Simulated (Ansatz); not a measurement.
`C#C[SiH2]N` + `BO` → `BO[SiH2]N` + `C#C` at 298.15 K and 1 bar (ligand exchange at the Si–C bond).

Computed with Ansatz on PBE0-D4/def2-TZVP structures; ΔE is electronic, products minus reactants. CCSD(T)/CBS is the MP2 limit (def2-TZVPP, def2-QZVPP) plus CCSD(T) − MP2 in def2-TZVPP, frozen cores. This one scheme is used for every species. One conformer a species, not always the lowest.

```json
{"species": "`C#C[SiH2]N`", "CCSD(T)/CBS energy (Eh)": "-422.86577", "H − E (kJ/mol)": "182.0", "S (J/(mol·K))": "314.2"}
{"species": "`BO`", "CCSD(T)/CBS energy (Eh)": "-101.80414", "H − E (kJ/mol)": "103.5", "S (J/(mol·K))": "230.4"}
{"species": "`BO[SiH2]N`", "CCSD(T)/CBS energy (Eh)": "-447.46661", "H − E (kJ/mol)": "202.0", "S (J/(mol·K))": "327.0"}
{"species": "`C#C`", "CCSD(T)/CBS energy (Eh)": "-77.22717", "H − E (kJ/mol)": "80.8", "S (J/(mol·K))": "200.2"}
```

H − E and S are ideal-gas, rigid-rotor, harmonic terms from PBE0-D4/def2-TZVP, for one conformer and one mirror image of each species. 1 Eh = 2625.50 kJ/mol, R = 8.31446 J/(mol·K).

By hand: ΔE, ΔH, ΔS and ΔG.

ΔE = (-447.46661) + (-77.22717) − (-422.86577) − (-101.80414) = -0.02387 Eh = -62.7 kJ/mol. Δ(H − E) = 202.0 + 80.8 − 182.0 − 103.5 = -2.7, so ΔH = -65.4 kJ/mol. ΔS = 327.0 + 200.2 − 314.2 − 230.4 = -17.4 J/(mol·K). ΔG = -65.4 − 298.15 × (-17.4)/1000 = -60.2 kJ/mol.

By hand: the equilibrium constant, and the temperature at which ΔG would vanish if ΔH and ΔS stayed fixed.

log₁₀ K = −ΔG/(RT ln 10) = 10.5. ΔG = 0 at ΔH/ΔS = 3759 K, far beyond where these terms or the molecules hold.

ΔH outweighs TΔS. A doubt of 5 kJ/mol in ΔE shifts log₁₀ K by 0.9 here. Other conformers and mirror images would add mixing entropy, several J/(mol·K) or more a flexible species. Modes under 60 cm⁻¹, often nearly free rotors, make the harmonic entropy too high. These are equilibria of isolated gas molecules and say nothing of rates. Largest T1 diagnostic: 0.014 (customary marks: 0.02 for closed shells, 0.045 for open ones).
